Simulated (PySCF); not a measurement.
A small calculation by hand: chemical shift, span and skew from a shielding tensor

trifluoro(fluorosilyloxy)silane (F4H2OSi2), SMILES [Si](F)(F)(O[SiH2]F)F. Atoms are numbered in the order given.

```xyz
9

Si     1.8531     0.5330     0.8056
F      2.4477    -0.9535     0.5951
O      0.4056     0.6220     0.0081
Si    -1.0260    -0.0081    -0.3785
F     -2.1271     1.1400    -0.4385
F     -1.4847    -1.0863     0.7023
F     -0.9721    -0.7198    -1.8013
H      1.6287     0.7415     2.2544
H      2.7727     1.5095     0.1836
```

The structure is a stationary point at PBE0-D3(BJ)/def2-SVP. The values are those of a single conformer.

GIAO shieldings from PySCF with PBE0/pcSseg-1, non-relativistic, no solvent. The symmetric part of the tensor of F2 has the principal values 243.8, 352.5, 405.1 ppm. The same nucleus in CFCl3 has σ = 167.2 ppm at this level (PySCF, at its B3LYP-D3(BJ)/def2-TZVP geometry).

Task: Work out the isotropic shielding, the ¹⁹F shift against CFCl3, the span and the skew.

Result: 
σ(iso) = (σ11 + σ22 + σ33)/3 = 333.8 ppm. δ = σ(ref) − σ(iso) = 167.2 − (333.8) = -166.6 ppm.
Span Ω = σ33 − σ11 = 161.3 ppm. Skew κ = 3(σ(iso) − σ22)/Ω = -0.35. Tumbling in solution averages the tensor to δ; in a static solid the shielding alone would spread this spin-1/2 line over Ω.
